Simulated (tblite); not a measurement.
Start geometry of `[SiH3]O[SiH2]/C=C/[SiH2]C1CC1` from a force field or distance geometry (Å):
```
atom  x, y, z in Å
Si1    4.9991   -0.6223    0.2363
O2     3.3709   -0.2722    0.1737
Si3    2.3809    0.8367   -0.5047
C4     0.6052    0.5594   -0.0917
C5     0.1299   -0.4149    0.7308
Si6   -1.6398   -0.7051    1.1466
C7    -2.7212   -0.6572   -0.3881
C8    -4.1801   -0.3357   -0.2335
C9    -3.2533    0.6580   -0.8678
H10    5.7226    0.5313    0.8165
H11    5.2118   -1.8186    1.0811
H12    5.4867   -0.8891   -1.1317
H13    2.5215    0.7895   -1.9705
H14    2.7664    2.1938   -0.0544
H15   -0.0632    1.2706   -0.5615
H16    0.7980   -1.1211    1.2143
H17   -2.0803    0.3366    2.1149
H18   -1.7584   -2.0340    1.8047
H19   -2.4409   -1.3900   -1.1248
H20   -4.8807   -0.8577   -0.8790
H21   -4.6015   -0.0927    0.7411
H22   -3.3345    0.8176   -1.9392
H23   -3.0436    1.5788   -0.3030
```

What comes out of this run: tblite 0.8.0, GFN2-xTB geometry optimisation, gas phase?

```
atom  x, y, z in Å
Si1    4.4194   -0.7871    0.5167
O2     3.4898    0.4009   -0.0626
Si3    2.3718    1.2125   -0.9134
C4     0.6548    0.6047   -0.4380
C5     0.3891   -0.2131    0.5801
Si6   -1.3182   -0.8207    1.0920
C7    -2.5153   -0.6394   -0.3508
C8    -3.9837   -0.4474   -0.0960
C9    -3.1720    0.6834   -0.6326
H10    5.3608   -0.1173    1.4100
H11    3.5676   -1.7397    1.2304
H12    5.0813   -1.4324   -0.6162
H13    2.6340    0.9658   -2.3340
H14    2.5855    2.6110   -0.5375
H15   -0.1744    0.9575   -1.0414
H16    1.2247   -0.5558    1.1800
H17   -1.8042   -0.0261    2.2310
H18   -1.2496   -2.2358    1.4871
H19   -2.2789   -1.2265   -1.2320
H20   -4.6895   -0.9335   -0.7538
H21   -4.3214   -0.3901    0.9280
H22   -3.3176    0.9780   -1.6622
H23   -2.9588    1.5131    0.0252
```

The energy falls by 6.9 kcal/mol over 131 L-BFGS steps, the largest force on an atom goes from 1.97 to 0.007 eV/Å, and the atoms move by 0.619 Å rms after alignment. The bond that changes most is Si1–O2 (oxygen-bound silicon to siloxane oxygen), which shortens by 0.051 Å. Bonds longer at the end by more than 0.005 Å: 5 of 23; shorter: 15. Among the angles that change most is Si1–O2–Si3, from 138.6° to 162.2°. Among the dihedrals that turn most is H16–C5–Si6–H18, from -13° to -40°. Rotational constants go from 2995, 296.7, 279.8 to 2277, 345.9, 310.1 MHz. The orientation of the end geometry is arbitrary; only internal coordinates are fixed.

GFN2-xTB frequencies show an imaginary mode (54i cm⁻¹), so the point is no minimum at that level. 3 starts were optimised and ended at 0.00, 0.42 and 0.69 kcal/mol (GFN2-xTB); the lowest of these is shown.

The numbers are calculated, not measured.
